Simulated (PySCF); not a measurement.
Simulation results for CH$_{4}$AlN, H$_{4}$NSi, BFH$_{5}$NSi, ClH$_{4}$NSi and others

Calculation on a computer-drawn molecule: optimised geometry and harmonic frequencies of an isolated molecule of the commonest isotopes, restricted reference for singlets and unrestricted otherwise, frozen core in MP2. Program: PySCF 2.14.0.

Common to all runs: multiplicity 1; basis cc-pV(D+d)Z.

```yaml
- entry: 1
  formula: CH4AlN
  start_structure:
    atoms_angstrom:
      - ["N", 0.3588, 0.095, 0.3731]
      - [C, 0.6764, 1.4545, 0.8948]
      - [Al, -0.1602, 2.7708, -0.3847]
      - [H, 0.7233, -0.0403, -0.5561]
      - [H, -0.6352, -0.0571, 0.3146]
      - [H, 1.7677, 1.5256, 0.9866]
      - [H, 0.3047, 1.507, 1.9261]
  given:
    charge: 0
    method: MP2
    drawn_bonds_atom: [1, 2, 1, 1, 2, 2]
    drawn_bonds_other_atom: [2, 3, 4, 5, 6, 7]
    drawn_bonds_order: [1, 1, 1, 1, 1, 1]
  results:
    optimised_atom_element: ["N", C, Al, H, H, H, H]
    "optimised_atom_x [angstrom]": [0.3371, 0.7242, -0.2135, 0.7081, -0.6782, 1.825, 0.3325]
    "optimised_atom_y [angstrom]": [0.17, 1.483, 2.516, 0.05627, 0.03911, 1.505, 1.486]
    "optimised_atom_z [angstrom]": [0.3405, 0.9694, -0.4724, -0.6087, 0.2803, 1.044, 2.002]
    "modes_frequency [cm^-1]": [186.9, 287.2, 460.0, 589.4, 715.9, 983.6, 988.3, 1155, 1346, 1420, 1623, 3093, 3161, 3476, 3593]
    "modes_reduced_mass [dalton]": [8.259, 1.041, 1.225, 4.477, 1.171, 5.339, 1.015, 1.277, 1.227, 1.075, 1.082, 1.06, 1.104, 1.049, 1.094]
    "rotational_constants [GHz]": [24.13, 6.832, 5.678]
    "total_energy [hartree]": -336.8857
    "convergence_status_largest_gradient_component [hartree/bohr]": 1.692e-05
- entry: 2
  formula: H4NSi
  start_structure:
    atoms_angstrom:
      - ["N", 1.2338, 0.1858, -1.1322]
      - [Si, 1.0672, -0.5269, 0.3787]
      - [H, 2.2029, 0.4192, -1.5738]
      - [H, 0.4994, 0.5519, -1.7827]
      - [H, 2.1922, -0.8265, 1.1521]
      - [H, -0.3752, -0.721, 0.7645]
  given:
    charge: 1
    method: HF
    drawn_bonds_atom: [1, 1, 1, 2, 2]
    drawn_bonds_other_atom: [2, 3, 4, 5, 6]
    drawn_bonds_order: [1, 1, 1, 1, 1]
  results:
    optimised_atom_element: ["N", Si, H, H, H, H]
    "optimised_atom_x [angstrom]": [1.261, 1.025, 2.171, 0.5145, 2.193, -0.3438]
    "optimised_atom_y [angstrom]": [0.2118, -0.4813, 0.4092, 0.4926, -0.8387, -0.711]
    "optimised_atom_z [angstrom]": [-1.131, 0.3237, -1.518, -1.747, 1.115, 0.7641]
    "modes_frequency [cm^-1]": [594.4, 664.4, 691.5, 783.3, 951.1, 986.2, 1087, 1679, 2448, 2495, 3725, 3819]
    "modes_reduced_mass [dalton]": [1.04, 1.008, 1.317, 1.106, 1.335, 1.139, 3.836, 1.134, 1.026, 1.063, 1.052, 1.099]
    "rotational_constants [GHz]": [106.9, 15.19, 13.3]
    "total_energy [hartree]": -345.4702
    "convergence_status_largest_gradient_component [hartree/bohr]": 1.655e-05
- entry: 3
  formula: H4NSi
  start_structure:
    atoms_angstrom:
      - ["N", 1.261, 0.2118, -1.1311]
      - [Si, 1.0248, -0.4813, 0.3237]
      - [H, 2.1705, 0.4092, -1.518]
      - [H, 0.5145, 0.4926, -1.7472]
      - [H, 2.1933, -0.8387, 1.1152]
      - [H, -0.3438, -0.711, 0.7641]
  given:
    charge: 1
    method: MP2
    drawn_bonds_atom: [1, 1, 1, 2, 2]
    drawn_bonds_other_atom: [2, 3, 4, 5, 6]
    drawn_bonds_order: [1, 1, 1, 1, 1]
  results:
    optimised_atom_element: ["N", Si, H, H, H, H]
    "optimised_atom_x [angstrom]": [1.262, 1.023, 2.187, 0.5006, 2.205, -0.357]
    "optimised_atom_y [angstrom]": [0.2136, -0.4877, 0.4123, 0.4972, -0.8409, -0.7118]
    "optimised_atom_z [angstrom]": [-1.135, 0.3371, -1.524, -1.757, 1.12, 0.7655]
    "modes_frequency [cm^-1]": [553.8, 622.1, 679.9, 741.4, 893.9, 935.2, 1030, 1554, 2387, 2442, 3540, 3646]
    "modes_reduced_mass [dalton]": [1.036, 1.325, 1.008, 1.097, 1.337, 1.115, 4.117, 1.136, 1.025, 1.064, 1.052, 1.099]
    "rotational_constants [GHz]": [104.3, 14.89, 13.03]
    "total_energy [hartree]": -345.7272
    "convergence_status_largest_gradient_component [hartree/bohr]": 1.878e-05
- entry: 4
  formula: BFH5NSi
  start_structure:
    atoms_angstrom:
      - ["N", -0.114, 0.6873, 1.8541]
      - [Si, 0.2168, -0.4551, 0.5689]
      - [B, -0.8337, -2.041, 0.8605]
      - [F, -0.65, -3.1357, 0.2224]
      - [H, 0.4574, 1.5047, 1.8615]
      - [H, -1.047, 0.8484, 2.2303]
      - [H, -0.0533, 0.1601, -0.7158]
      - [H, 1.6752, -0.6831, 0.6786]
      - [H, -1.7505, -2.2078, 1.6692]
  given:
    charge: 0
    method: HF
    drawn_bonds_atom: [1, 2, 3, 1, 1, 2, 2, 3]
    drawn_bonds_other_atom: [2, 3, 4, 5, 6, 7, 8, 9]
    drawn_bonds_order: [1, 1, 1, 1, 1, 1, 1, 1]
  results:
    optimised_atom_element: ["N", Si, B, F, H, H, H, H, H]
    "optimised_atom_x [angstrom]": [-0.06797, 0.2308, -0.8779, -0.5318, 0.4578, -1.019, -0.1134, 1.682, -1.86]
    "optimised_atom_y [angstrom]": [0.6873, -0.3963, -2.09, -3.218, 1.541, 0.8652, 0.142, -0.696, -2.157]
    "optimised_atom_z [angstrom]": [1.913, 0.5972, 0.8933, 0.2722, 1.967, 2.179, -0.752, 0.5729, 1.587]
    "modes_frequency [cm^-1]": [43.64, 150.1, 227.1, 303.5, 463.1, 495.6, 658.6, 756.9, 831.8, 870.2, 902.0, 1004, 1048, 1161, 1333, 1701, 2239, 2303, 2687, 3760, 3848]
    "modes_reduced_mass [dalton]": [3.09, 2.381, 1.269, 4.707, 1.214, 1.245, 2.834, 1.167, 1.693, 2.527, 1.448, 1.291, 1.053, 1.497, 3.966, 1.106, 1.042, 1.037, 1.091, 1.051, 1.094]
    "rotational_constants [GHz]": [17.43, 2.607, 2.357]
    "total_energy [hartree]": -470.4827
    "convergence_status_largest_gradient_component [hartree/bohr]": 6.812e-06
- entry: 5
  formula: ClH4NSi
  start_structure:
    atoms_angstrom:
      - ["N", 2.2997, 0.0058, 0.5002]
      - [Si, 2.236, 1.6508, 0.9687]
      - [Cl, 1.9873, 2.927, -0.5586]
      - [H, 1.4133, -0.4572, 0.1992]
      - [H, 3.0277, -0.367, -0.0206]
      - [H, 3.4671, 1.9206, 1.5617]
      - [H, 1.0489, 1.7244, 1.8012]
  given:
    charge: 0
    method: HF
    drawn_bonds_atom: [1, 2, 1, 1, 2, 2]
    drawn_bonds_other_atom: [2, 3, 4, 5, 6, 7]
    drawn_bonds_order: [1, 1, 1, 1, 1, 1]
  results:
    optimised_atom_element: ["N", Si, Cl, H, H, H, H]
    "optimised_atom_x [angstrom]": [2.263, 2.213, 1.965, 1.426, 3.061, 3.493, 1.059]
    "optimised_atom_y [angstrom]": [-0.03428, 1.596, 2.955, -0.4788, -0.3782, 1.947, 1.797]
    "optimised_atom_z [angstrom]": [0.4845, 0.9705, -0.5973, 0.1539, -0.01734, 1.601, 1.856]
    "modes_frequency [cm^-1]": [246.1, 251.8, 490.2, 540.8, 578.2, 813.6, 897.5, 978.6, 981.7, 1017, 1697, 2369, 2372, 3769, 3860]
    "modes_reduced_mass [dalton]": [3.491, 1.053, 1.859, 4.655, 1.155, 1.04, 3.863, 1.103, 1.266, 1.135, 1.112, 1.027, 1.055, 1.051, 1.095]
    "rotational_constants [GHz]": [18.96, 3.8, 3.35]
    "total_energy [hartree]": -805.3060
    "convergence_status_largest_gradient_component [hartree/bohr]": 3.025e-05
- entry: 6
  formula: ClH4NSi
  start_structure:
    atoms_angstrom:
      - ["N", 2.2629, -0.0343, 0.4845]
      - [Si, 2.2133, 1.5959, 0.9705]
      - [Cl, 1.9652, 2.9552, -0.5973]
      - [H, 1.4263, -0.4788, 0.1539]
      - [H, 3.0608, -0.3782, -0.0173]
      - [H, 3.4927, 1.9473, 1.6012]
      - [H, 1.0588, 1.7972, 1.8563]
  given:
    charge: 0
    method: MP2
    drawn_bonds_atom: [1, 2, 1, 1, 2, 2]
    drawn_bonds_other_atom: [2, 3, 4, 5, 6, 7]
    drawn_bonds_order: [1, 1, 1, 1, 1, 1]
  results:
    optimised_atom_element: ["N", Si, Cl, H, H, H, H]
    "optimised_atom_x [angstrom]": [2.268, 2.212, 1.965, 1.417, 3.066, 3.495, 1.056]
    "optimised_atom_y [angstrom]": [-0.05741, 1.601, 2.955, -0.4709, -0.3693, 1.948, 1.798]
    "optimised_atom_z [angstrom]": [0.52, 0.9645, -0.5987, 0.1406, -0.03216, 1.601, 1.857]
    "modes_frequency [cm^-1]": [234.3, 263.7, 502.2, 543.4, 546.3, 788.6, 865.2, 937.1, 939.0, 962.8, 1575, 2318, 2329, 3583, 3686]
    "modes_reduced_mass [dalton]": [3.771, 1.065, 2.098, 1.169, 3.425, 1.038, 3.408, 1.116, 1.249, 1.158, 1.111, 1.028, 1.055, 1.051, 1.093]
    "rotational_constants [GHz]": [19.21, 3.754, 3.323]
    "total_energy [hartree]": -805.7163
    "convergence_status_largest_gradient_component [hartree/bohr]": 1.96e-05
- entry: 7
  formula: F2H3NSi
  start_structure:
    atoms_angstrom:
      - ["N", -0.1523, -0.6481, -1.4543]
      - [Si, -0.5219, -0.2336, 0.1567]
      - [F, -0.6254, 1.3958, 0.1154]
      - [F, -2.0853, -0.7081, 0.2661]
      - [H, -0.2101, -1.4972, -1.7494]
      - [H, 0.6602, -0.2234, -1.8554]
      - [H, 0.1591, -0.6241, 1.2779]
  given:
    charge: 0
    method: HF
    drawn_bonds_atom: [1, 2, 2, 1, 1, 2]
    drawn_bonds_other_atom: [2, 3, 4, 5, 6, 7]
    drawn_bonds_order: [1, 1, 1, 1, 1, 1]
  results:
    optimised_atom_element: ["N", Si, F, F, H, H, H]
    "optimised_atom_x [angstrom]": [0.124, -0.5862, -0.4686, -2.162, 0.3396, -0.05529, 0.03303]
    "optimised_atom_y [angstrom]": [-0.6556, -0.1883, 1.402, -0.4762, -1.618, -0.1562, -0.8469]
    "optimised_atom_z [angstrom]": [-1.339, 0.1118, 0.2314, 0.2033, -1.517, -2.19, 1.256]
    "modes_frequency [cm^-1]": [145.1, 280.9, 353.0, 380.9, 423.3, 782.4, 852.1, 890.4, 949.6, 985.8, 1025, 1683, 2434, 3783, 3877]
    "modes_reduced_mass [dalton]": [1.242, 2.46, 3.927, 2.595, 2.467, 1.534, 2.921, 1.882, 1.622, 3.071, 2.461, 1.123, 1.042, 1.051, 1.096]
    "rotational_constants [GHz]": [7.124, 6.371, 3.897]
    "total_energy [hartree]": -544.1853
    "convergence_status_largest_gradient_component [hartree/bohr]": 1.797e-05
- entry: 8
  formula: F2H3NSi
  start_structure:
    atoms_angstrom:
      - ["N", 0.124, -0.6556, -1.3388]
      - [Si, -0.5862, -0.1883, 0.1118]
      - [F, -0.4686, 1.4024, 0.2314]
      - [F, -2.1622, -0.4762, 0.2033]
      - [H, 0.3396, -1.6179, -1.5167]
      - [H, -0.0553, -0.1562, -2.1896]
      - [H, 0.033, -0.8469, 1.2555]
  given:
    charge: 0
    method: MP2
    drawn_bonds_atom: [1, 2, 2, 1, 1, 2]
    drawn_bonds_other_atom: [2, 3, 4, 5, 6, 7]
    drawn_bonds_order: [1, 1, 1, 1, 1, 1]
  results:
    optimised_atom_element: ["N", Si, F, F, H, H, H]
    "optimised_atom_x [angstrom]": [0.1703, -0.5855, -0.4629, -2.18, 0.3327, -0.08773, 0.03714]
    "optimised_atom_y [angstrom]": [-0.6387, -0.1796, 1.428, -0.484, -1.63, -0.1754, -0.8593]
    "optimised_atom_z [angstrom]": [-1.339, 0.1107, 0.2563, 0.1905, -1.502, -2.207, 1.247]
    "modes_frequency [cm^-1]": [155.4, 271.2, 340.4, 368.1, 439.5, 743.2, 810.6, 852.6, 911.4, 955.6, 989.5, 1566, 2379, 3605, 3710]
    "modes_reduced_mass [dalton]": [1.27, 3.034, 3.788, 3.723, 1.697, 1.493, 3.043, 1.69, 1.604, 3.315, 2.625, 1.123, 1.042, 1.051, 1.094]
    "rotational_constants [GHz]": [6.942, 6.247, 3.793]
    "total_energy [hartree]": -544.8264
    "convergence_status_largest_gradient_component [hartree/bohr]": 2.347e-05
- entry: 9
  formula: H4N2OSi
  start_structure:
    atoms_angstrom:
      - ["N", -1.0229, -0.271, -2.1436]
      - [Si, -2.0916, 0.6423, -1.2072]
      - ["N", -1.0994, 1.5947, -0.197]
      - [O, -3.6251, 0.6561, -1.314]
      - [H, -0.0043, -0.1377, -2.2106]
      - [H, -1.3815, -0.8359, -2.8866]
      - [H, -0.0422, 1.4342, -0.0592]
      - [H, -1.4991, 2.1594, 0.5302]
  given:
    charge: 0
    method: HF
    drawn_bonds_atom: [1, 2, 2, 1, 1, 3, 3]
    drawn_bonds_other_atom: [2, 3, 4, 5, 6, 7, 8]
    drawn_bonds_order: [1, 1, 2, 1, 1, 1, 1]
  results:
    optimised_atom_element: ["N", Si, "N", O, H, H, H, H]
    "optimised_atom_x [angstrom]": [-1.028, -2.028, -1.104, -3.524, -0.02923, -1.41, -0.1062, -1.537]
    "optimised_atom_y [angstrom]": [-0.2379, 0.6593, 1.544, 0.6683, -0.2521, -0.8311, 1.548, 2.143]
    "optimised_atom_z [angstrom]": [-2.209, -1.215, -0.1389, -1.278, -2.179, -2.919, -0.08681, 0.5364]
    "modes_frequency [cm^-1]": [249.8, 302.0, 335.4, 357.7, 382.9, 410.9, 504.8, 794.0, 840.1, 918.1, 1020, 1368, 1671, 1689, 3804, 3809, 3910, 3911]
    "modes_reduced_mass [dalton]": [1.081, 2.517, 4.511, 1.17, 1.161, 8.844, 1.089, 1.328, 3.479, 1.676, 5.696, 13.05, 1.142, 1.13, 1.05, 1.051, 1.098, 1.098]
    "rotational_constants [GHz]": [7.587, 7.29, 3.718]
    "total_energy [hartree]": -475.1176
    "convergence_status_largest_gradient_component [hartree/bohr]": 3.176e-05
- entry: 10
  formula: H3NOSi
  start_structure:
    atoms_angstrom:
      - ["N", -3.2572, 0.597, 1.0211]
      - [Si, -2.7831, -0.7126, 1.8928]
      - [O, -1.3425, -1.0597, 1.1694]
      - [H, -2.8014, 1.1405, 0.2306]
      - [H, -4.1821, 1.1056, 1.1946]
      - [H, -0.9721, -0.6047, 0.4639]
  given:
    charge: 0
    method: HF
    drawn_bonds_atom: [1, 2, 1, 1, 3]
    drawn_bonds_other_atom: [2, 3, 4, 5, 6]
    drawn_bonds_order: [1, 1, 1, 1, 1]
  results:
    optimised_atom_element: ["N", Si, O, H, H, H]
    "optimised_atom_x [angstrom]": [-3.287, -2.785, -1.331, -2.808, -4.157, -0.9707]
    "optimised_atom_y [angstrom]": [0.6478, -0.7238, -1.084, 1.104, 1.103, -0.5803]
    "optimised_atom_z [angstrom]": [0.9972, 1.889, 1.179, 0.241, 1.204, 0.4627]
    "modes_frequency [cm^-1]": [343.7, 388.0, 490.0, 530.4, 745.8, 817.2, 875.9, 943.8, 1688, 3756, 3860, 4144]
    "modes_reduced_mass [dalton]": [2.827, 1.05, 1.264, 1.15, 1.151, 2.789, 8.512, 1.99, 1.127, 1.052, 1.096, 1.067]
    "rotational_constants [GHz]": [24.61, 8.467, 6.3]
    "total_energy [hartree]": -420.0461
    "convergence_status_largest_gradient_component [hartree/bohr]": 3.989e-05
```
